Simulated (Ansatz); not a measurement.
The cluster Al3Sb3. Charge 0, multiplicity 1. Geometry PBE0-D4/def2-SVP.

```xyz
6

Al   -1.0280    1.8791   -0.8247
Al    1.2721   -2.2888    0.9644
Al   -0.4768   -0.2738    1.3391
Sb    1.1476    1.7136    0.6694
Sb    0.9628   -0.4061   -1.2620
Sb   -1.8777   -0.6240   -0.8862
```

In the def2 sets Sb takes a core potential; there is no spin–orbit coupling. The restricted singlet is unstable towards broken spin symmetry at other levels; at PBE-D4/def2-TZVP, PBE-D4/def2-TZVPD, r2SCAN-D4/def2-TZVP, PBE0-D4/def2-SVP and others this wasn't settled. The geometry of the singlet was relaxed on an unsound state (restricted singlet, unstable towards broken spin symmetry at other levels and untested here). The structure comes from a short search, and lower isomers may exist.

(1) Estimate the orbital energies around the gap (eV) in Ansatz with PBE-D4/def2-TZVP, PBE-D4/def2-TZVPD, r2SCAN-D4/def2-TZVP, PBE0-D4/def2-SVP, r2SCAN0-D4/def2-TZVP.

Answers

(1) 
```tsv
orbital	PBE-D4/def2-TZVP	PBE-D4/def2-TZVPD	r2SCAN-D4/def2-TZVP	PBE0-D4/def2-SVP	r2SCAN0-D4/def2-TZVP
HOMO−9	-12.09	-12.09	-12.52	-13.62	-13.79
HOMO−8	-9.49	-9.48	-9.88	-10.95	-11.06
HOMO−7	-8.47	-8.47	-8.79	-9.70	-9.81
HOMO−6	-7.25	-7.25	-7.47	-8.33	-8.38
HOMO−5	-6.72	-6.72	-7.01	-7.66	-7.74
HOMO−4	-6.33	-6.33	-6.59	-7.23	-7.30
HOMO−3	-6.14	-6.14	-6.41	-7.07	-7.13
HOMO−2	-5.44	-5.44	-5.65	-6.34	-6.38
HOMO−1	-5.37	-5.37	-5.61	-6.29	-6.33
HOMO	-4.53	-4.53	-4.66	-5.21	-5.22
LUMO	-3.43	-3.43	-3.47	-3.08	-3.04
LUMO+1	-2.82	-2.82	-2.78	-2.28	-2.22
LUMO+2	-2.76	-2.76	-2.68	-2.16	-2.07
LUMO+3	-2.28	-2.28	-2.21	-1.71	-1.63
LUMO+4	-2.01	-2.04	-1.87	-1.41	-1.30
LUMO+5	-1.96	-1.97	-1.85	-1.24	-1.25
```
